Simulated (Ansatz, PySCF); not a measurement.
Lewis adduct: AlH3 (SMILES [AlH3]) (first 4 atoms) with CH5N (SMILES CN); geometry from B3LYP-D3(BJ)/def2-TZVP, rigid monomers moved along the line of their centres of mass till Al1···N6 is 1.86 Å.
(charge 0, multiplicity 1):
```xyz
11

Al    -0.328     0.596     1.671
H     -0.755    -0.866     1.186
H      0.930     1.272     0.953
H     -1.492     1.563     2.184
C     -0.420    -0.488     4.237
N      0.497     0.182     3.286
H     -1.267     0.171     4.421
H      0.071    -0.727     5.181
H     -0.790    -1.401     3.776
H      0.864     1.037     3.694
H      1.302    -0.411     3.099
```

Counterpoise-corrected where a basis set is named; no monomer relaxation. Rows marked so take none.

Rows in 6-31G* carry no dispersion term and start afresh at each structure (6-31G* with six Cartesian d functions). MP2/6-31G* freezes PySCF's default core.

Programs: Ansatz (Gaussian basis) for Hartree–Fock, density functionals and correlated methods; PySCF for 6-31G* rows, the dispersion terms. Each number belongs to the level named beside it.

Problem. One of these levels gives -113.9 kJ/mol for the interaction energy. Which?
A. PBE-D3(BJ)/def2-TZVPPD
B. MP2/6-31G*
C. M06-2X/6-31G* (no counterpoise)

Solution. B, MP2/6-31G*. The others give -130.8 (PBE-D3(BJ)/def2-TZVPPD), -158.3 (M06-2X/6-31G* (no counterpoise))

Ansatz is a program for electronic structure.
